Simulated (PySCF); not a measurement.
**Spectroscopy problems**

PySCF 2.14.0 with density-fitted response routines calculation with NMR shieldings at PBE0/pcSseg-1/GIAO and geometry: GFN2-xTB; one conformer, no solvent, non-relativistic Hamiltonian, rapidly exchanging positions averaged.

Referencing at the same level of theory: ¹H (σref 31.72), ¹³C (σref 186.93) against TMS. Splittings of carbon signals by F and P are missing where no couplings were computed. Where no couplings were computed, multiplicities follow the n + 1 count of equivalent neighbours, and m marks all less simple cases (inequivalent or close neighbours, rings, F or P nearby). Shifts are as computed. Against solution values, carbons near 30 ppm lie about +3 ppm off and those near 130 ppm about +5 ppm. Of 1309 compounds with measured shifts, 239 miss one by over three times the rms of a fit or turn the order of signals round; such compounds aren't used in these exercises.

Question: C$_{4}$H$_{8}$OSi. ¹H NMR (500 MHz, computed): δ 4.99 (s, 3H), 2.14 (m, 1H), 1.78 (m, 2H), 0.57 (m, 2H). ¹³C{¹H} NMR (computed): δ 55.0 (C), 34.0 (CH2), 6.2 (CH). Identify the compound.

Answer: SMILES [SiH3]O[C@]12C[C@H]1C2. The formula gives 2 degrees of unsaturation (2 rings in the answer). 3 carbon signals for 4 carbons: some carbons are equivalent by symmetry or fast rotation. Carbon types of the structure: 1 × C, 1 × CH, 2 × CH2, leaving 3 H on heteroatoms. δC 55.0, 34.0, 6.2: three-membered-ring carbon. δH 4.99: hydrogen on a silicon bonded to O. δH 2.14, 1.78, 0.57: hydrogen on a three-membered-ring carbon.

The data come from this structure; uniqueness wasn't tested.

Question: C$_{3}$H$_{9}$F$_{3}$OSi$_{2}$. ¹H NMR (300 MHz, computed): δ 4.11 (s, 6H), 1.90 (s, 3H). ¹³C{¹H} NMR (computed): δ 132.3 (C), 72.9 (C), 25.6 (CH3). Identify the compound.

Answer: `FC(OC(C)([SiH3])[SiH3])(F)F`. Rings plus π bonds: 0. 3 carbon signals for 3 carbons: no two carbons are equivalent. Carbon types of the structure: 2 × C, 1 × CH3, leaving 6 H on heteroatoms. δC 132.3: CF3 carbon; 4 electronegative neighbours deshield it. δC 72.9: fully substituted sp3 carbon bonded to O and 2 Si; the inductive effect lowers its shielding. δC 25.6: methyl carbon; a saturated carbon with 1 carbon neighbour and no heteroatom attached. δH 4.11: hydrogen on a silicon bonded to C.

This is the structure that produced the data.

Question: C$_{7}$H$_{13}$NSi. ¹H NMR (400 MHz, computed): δ 2.73 (s, 6H), 2.05 (s, 3H), 0.86 (m, 2H), 0.56 (m, 2H). ¹³C{¹H} NMR (computed): δ 113.3 (C), 81.5 (C), 44.1 (CH3), 6.0 (CH3), 5.1 (CH2). What is it?

Answer: `CC#C[Si]1(N(C)C)CC1`. Rings plus π bonds: 3 (1 ring in the answer). 5 carbon signals for 7 carbons: some carbons are equivalent by symmetry or fast rotation. Carbon types of the structure: 2 × C, 2 × CH2, 3 × CH3, which accounts for all hydrogens. δC 113.3, 81.5: alkyne carbon. δC 44.1: methyl carbon bonded to N; deshielded by the electronegative neighbour. δC 5.1: three-membered-ring carbon; carbons of three-membered rings are unusually shielded. δH 0.86, 0.56: hydrogen on a three-membered-ring carbon; cyclopropane-type protons are shielded by the ring.

This is the structure that produced the data.
